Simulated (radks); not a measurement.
Task: Excited configurations of Bi3+: one electron is placed in a higher orbital outside [Xe] 4f14 5d10 6s1. The ground configuration is [Hg]. All-electron calculation, scalar-relativistic Kohn-Sham, PBEsol, spin-polarised, spherical densities, finite nucleus; open shells are filled with parallel spins first (spin-orbit coupling, left out, can overturn this in heavy ions); Fermi nuclear charge, rms radius 5.5211 fm. Program: a radial shooting solver on a logarithmic mesh with Libxc functionals. Excitation = E - E(ground); binding = E(ion) - E, where the ion is the core of charge +4; n* = 4/sqrt(2 binding) in atomic units, and the quantum defect is n - n*.

| outer orbital | excitation (eV) | binding (eV) | n* | quantum defect | eigenvalue (eV) | <r> (bohr) |
|---|---|---|---|---|---|---|
| 6p | 11.563 | 33.597 | 2.545 | 3.455 | -29.349 | 2.432 |
| 6d | 24.737 | 20.423 | 3.265 | 2.735 | -17.638 | 3.437 |
| 6f | 34.446 | 10.715 | 4.507 | 1.493 | -9.266 | 6.225 |
| 7s | 24.446 | 20.715 | 3.242 | 3.758 | -18.580 | 4.103 |
| 7p | 28.327 | 16.834 | 3.596 | 3.404 | -15.023 | 4.827 |
| 7d | 33.102 | 12.059 | 4.249 | 2.751 | -10.672 | 6.314 |
| 7f | 37.794 | 7.367 | 5.436 | 1.564 | -6.506 | 9.842 |

Estimate the row for 5f.

Result: excitation (eV) 28.883; binding (eV) 16.278; n* 3.657; quantum defect 1.343; eigenvalue (eV) -13.078; <r> (bohr) 3.257. The Delta-SCF ionisation energy is 45.160 eV (NIST Atomic Spectra Database: 45.4 eV, measured). Self-interaction in the functional shifts the binding energies and quantum defects, so they are the method's values and not measured ones.
